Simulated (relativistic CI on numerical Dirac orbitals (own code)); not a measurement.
**Energy levels of W30+**

These numbers are calculated, not measured: Dirac-Coulomb-Breit CI, KLI orbitals optimised for each configuration, model QED (radiative potential, 1s self-energy scaled to tabulated hydrogen-like ionisation energies), unscaled Slater integrals (own radial code, finite nucleus).

Configurations in the expansion (outside the closed core [Ar] 3d10): 4s²4p⁶4d⁸, 4s²4p⁵4d⁹, 4s²4p⁶4d⁷4f, 4s4p⁶4d⁹, 4s²4p⁵4d⁸4f, 4s4p⁶4d⁸4f, 4s²4p⁶4d⁷5s, 4s²4p⁶4d⁶4f5s, 4s²4p⁶4d⁷5p, 4s²4p⁵4d⁸5s, 4s²4p⁶4d⁷5f, 4s²4p⁶4d⁶5s5p, 4p⁶4d⁹4f, 4s4p⁶4d⁷4f5s, 4s²4p⁶4d⁷6p, 4s²4p⁵4d⁸5d, 4s4p⁶4d⁸5p, 4s²4p⁶4d⁷6f, 4p⁶4d⁹5p, 4s²4p⁵4d⁸5g, 4s²4p⁶4d⁷7p, 4s²4p⁵4d⁸6s, 4s²4p⁶4d⁷7f, 4p⁶4d¹⁰, 4p⁵4d¹⁰4f, 4p⁶4d⁹5s, 4p⁵4d¹⁰5s, 4p⁵4d⁹4f5s. Double excitations out of closed p, d and f shells are left out; levels of such configurations are missing from the list, as are those of other unlisted configurations, and high levels can miss mixing partners. These lack a partner that the ground configuration has and come out too high: 4s²4p⁵4d⁸5d, 4s²4p⁵4d⁸5g, 4s²4p⁵4d⁸6s.

The lowest level is 4s²4p⁶4d⁸ ³F4, with 89 % of that term; Hund's rules for 4s²4p⁶4d⁸ give ³F with J = 4, in agreement.

```
No.  Configuration  Term  J   E (eV)   %  Lifetime (s)          jj configuration (%)
  1      4s²4p⁶4d⁸    ³F  4    0.000  89                                4d5/2^4 (98)
  2      4s²4p⁶4d⁸    ¹D  2    3.721  49      4.11e+01                  4d5/2^4 (99)
  3      4s²4p⁶4d⁸    ³P  0   11.651  61      1.96e-01                  4d5/2^4 (95)
  4      4s²4p⁶4d⁸    ³F  3   15.759  99      1.99e-05          4d3/2^3 4d5/2^5 (99)
  5      4s²4p⁶4d⁸    ³P  2   19.499  51      3.50e-05          4d3/2^3 4d5/2^5 (97)
  6      4s²4p⁶4d⁸    ³P  1   21.380  99      3.24e-05          4d3/2^3 4d5/2^5 (99)
  7      4s²4p⁶4d⁸    ¹G  4   21.866  89      5.69e-05          4d3/2^3 4d5/2^5 (98)
  8      4s²4p⁶4d⁸    ³F  2   34.516  53      1.15e-05          4d3/2^2 4d5/2^6 (97)
  9      4s²4p⁶4d⁸    ¹S  0   45.450  61      6.52e-06          4d3/2^2 4d5/2^6 (95)
 10      4s²4p⁵4d⁹   ¹D°  2  181.508  45      2.26e-11          4p3/2^3 4d5/2^5 (80)
 11      4s²4p⁵4d⁹   ³F°  4  181.517  89      4.49e-11          4p3/2^3 4d5/2^5 (89)
 12      4s²4p⁵4d⁹   ³D°  3  183.194  55      1.66e-11          4p3/2^3 4d5/2^5 (63)
 13      4s²4p⁵4d⁹   ³P°  1  191.765  29      2.21e-11          4p3/2^3 4d5/2^5 (59)
 14    4s²4p⁶4d⁷4f   ⁵G°  5  191.926  44      1.99e-09            4d5/2^3 4f5/2 (76)
 15    4s²4p⁶4d⁷4f   ³G°  4  191.941  27      7.91e-10            4d5/2^3 4f5/2 (92)
 16    4s²4p⁶4d⁷4f   ⁵G°  6  193.695  53      5.05e-05            4d5/2^3 4f5/2 (45)
 17    4s²4p⁶4d⁷4f   ⁵P°  2  194.313  26      1.72e-09            4d5/2^3 4f5/2 (87)
 18    4s²4p⁶4d⁷4f   ³F°  3  195.138  25      1.25e-10            4d5/2^3 4f5/2 (70)
 19    4s²4p⁶4d⁷4f   ³F°  2  195.449  46      4.29e-10            4d5/2^3 4f5/2 (86)
 20    4s²4p⁶4d⁷4f   ³I°  7  196.158  26      2.19e-02            4d5/2^3 4f5/2 (80)
 21      4s²4p⁵4d⁹   ³D°  2  197.136  34      2.67e-11  4p3/2^3 4d3/2^3 4d5/2^6 (60)
 22    4s²4p⁶4d⁷4f   ³G°  4  197.228  29      2.83e-10            4d5/2^3 4f5/2 (78)
 23    4s²4p⁶4d⁷4f   ³F°  3  198.066  39      3.47e-10            4d5/2^3 4f5/2 (75)
 24    4s²4p⁶4d⁷4f   ⁵I°  8  198.273  62      1.47e-02            4d5/2^3 4f7/2 (97)
 25    4s²4p⁶4d⁷4f   ³H°  6  198.302  39      4.27e-05            4d5/2^3 4f5/2 (48)
 26    4s²4p⁶4d⁷4f   ³D°  1  198.381  49      3.76e-11            4d5/2^3 4f5/2 (61)
 27    4s²4p⁶4d⁷4f   ³D°  2  200.043  29      7.63e-11            4d5/2^3 4f7/2 (78)
 28    4s²4p⁶4d⁷4f   ⁵H°  7  200.099  38      1.14e-03            4d5/2^3 4f7/2 (76)
 29    4s²4p⁶4d⁷4f   ⁵D°  0  200.386  47      2.30e-10            4d5/2^3 4f5/2 (73)
 30    4s²4p⁶4d⁷4f   ³G°  5  200.601  38      2.57e-08            4d5/2^3 4f7/2 (72)
```

Energies count from the lowest computed level; ° marks odd parity; lifetimes are radiative, by E1, M1, E2, M2, E3 decay to levels of this space only. Filled j subshells are mostly left out of the jj labels.

The mean weight of the leading LS term, summed over parents, in these 30 levels is 51 %, and that of the leading jj configuration (from the same eigenvectors) 81 %, so jj coupling describes them better and the LS labels are nominal.

At this charge energies of transitions that change n are usually good to better than 1 %, and those within a shell (Δn = 0) to a few per cent. Terms inside the open d or f shell come out 10 to 20 % too wide with unscaled integrals.

LS names give the leading component of a level, which can be under half, so a name can repeat, a term be missing and a line seem to break the LS rules.
